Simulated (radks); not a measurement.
Values are calculated unless marked as measured or tabulated.
Trend from K to Kr: ionisation energy by Delta-SCF between NIST ground configurations, and size. Level of theory: scalar-relativistic Kohn-Sham, r2SCAN, spin-polarised, spherical densities, finite nucleus; open shells are filled with parallel spins first; meta-GGA in the generalised Kohn-Sham scheme; Fermi nuclear charge, rms radius of each element as measured or else 0.836 A^(1/3) + 0.57 fm (a radial shooting solver on a logarithmic mesh with Libxc functionals).

\begin{tabular}{lrrrrrrrr}
species & configuration & configuration of the ion & IE (eV) & NIST (eV) & kind & outermost & <r> outermost (bohr) & r at 0.001 e/bohr^3 (bohr) \\ \hline
K & [Ar] 4s1 & [Ar] & 4.269 & 4.341 & exp. & 4s & 4.97 & 4.46 \\
Ca & [Ar] 4s2 & [Ar] 4s1 & 5.832 & 6.113 & exp. & 4s & 4.08 & 5.13 \\
Sc & [Ar] 3d1 4s2 & [Ar] 3d1 4s1 & 6.185 & 6.561 & exp. & 4s & 3.86 & 5.00 \\
Ti & [Ar] 3d2 4s2 & [Ar] 3d2 4s1 & 6.426 & 6.828 & exp. & 4s & 3.71 & 4.88 \\
V & [Ar] 3d3 4s2 & [Ar] 3d4 & 5.553 & 6.746 & exp. & 4s & 3.59 & 4.77 \\
Cr & [Ar] 3d5 4s1 & [Ar] 3d5 & 7.355 & 6.767 & exp. & 4s & 3.28 & 4.40 \\
Mn & [Ar] 3d5 4s2 & [Ar] 3d5 4s1 & 6.946 & 7.434 & exp. & 4s & 3.40 & 4.58 \\
Fe & [Ar] 3d6 4s2 & [Ar] 3d6 4s1 & 7.652 & 7.902 & exp. & 4s & 3.16 & 4.49 \\
Co & [Ar] 3d7 4s2 & [Ar] 3d8 & 7.902 & 7.881 & exp. & 4s & 2.99 & 4.40 \\
Ni & [Ar] 3d8 4s2 & [Ar] 3d9 & 6.992 & 7.640 & exp. & 4s & 2.86 & 4.32 \\
Cu & [Ar] 3d10 4s1 & [Ar] 3d10 & 8.257 & 7.726 & exp. & 4s & 2.90 & 4.09 \\
Zn & [Ar] 3d10 4s2 & [Ar] 3d10 4s1 & 9.411 & 9.394 & exp. & 4s & 2.65 & 4.19 \\
Ga & [Ar] 3d10 4s2 4p1 & [Ar] 3d10 4s2 & 5.850 & 5.999 & exp. & 4p & 3.30 & 4.41 \\
Ge & [Ar] 3d10 4s2 4p2 & [Ar] 3d10 4s2 4p1 & 8.161 & 7.899 & exp. & 4p & 2.81 & 4.43 \\
As & [Ar] 3d10 4s2 4p3 & [Ar] 3d10 4s2 4p2 & 10.282 & 9.789 & exp. & 4p & 2.49 & 4.33 \\
Se & [Ar] 3d10 4s2 4p4 & [Ar] 3d10 4s2 4p3 & 9.285 & 9.752 & exp. & 4p & 2.33 & 4.25 \\
Br & [Ar] 3d10 4s2 4p5 & [Ar] 3d10 4s2 4p4 & 11.984 & 11.814 & exp. & 4p & 2.11 & 4.13 \\
Kr & [Kr] & [Ar] 3d10 4s2 4p5 & 14.435 & 14.000 & exp. & 4p & 1.93 & 4.01 \\
\end{tabular}

Reference values: NIST Atomic Spectra Database (measured). Open shells are spherical and high-spin; term and fine-structure splittings are not resolved.
